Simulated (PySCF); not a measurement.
Compound: C₄F₃N.
Structure used (GFN2-xTB), in Å, numbered top down from 1:
```xyz
8
C4F3N angstrom
N      2.3458    0.1680   -1.3033
C      1.4798    0.0229   -0.5732
C      0.3748   -0.1515    0.3250
F      0.7680   -0.6104    1.5602
C     -0.8641    0.7034    0.2542
F     -1.3520    1.8890    0.5014
C     -1.0041   -0.5214   -0.1571
F     -1.7390   -1.4906   -0.6317
```

Computed at PBE0/pcSseg-1 (PySCF, non-relativistic), with Q(14N) = 0.02044 b: N1, 14N (I = 1): χzz = -4.930 MHz, η = 0.085.

(1) Where would the pure quadrupole (NQR) lines of 14N at N1 fall for the rigid, isolated species?

Results:

(1) From ν± = (3/4)|χ|(1 ± η/3) and ν0 = |χ|η/2: ν+ 3.802 MHz, ν− 3.593 MHz, ν0 0.209 MHz (nitrile nitrogen).

In a crystal, neighbours and librations shift these lines. GFN2-xTB bond lengths can be off by several hundredths of an ångström, more for odd bonds, and the gradients follow them. A larger basis could move these couplings by a tenth or more.
